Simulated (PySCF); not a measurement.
A structure optimised at PBE0-D3(BJ)/def2-SVP, used in a PySCF frequency run:

```xyz
5

W      0.0350     0.2938     0.0000
S      1.1487     0.8614    -1.7063
S      1.1487     0.8614     1.7063
Cl    -1.9273     1.4108     0.0000
Br    -0.1882    -2.0940     0.0000
```

Q: Write its SMILES, formula and point group.

A: [S]=[W](=[S])([Cl])[Br], BrClS₂W, Cs

Q: What are its rotational constants (standard atomic weights)?

A: 1.2448, 0.75331, 0.71837 GHz
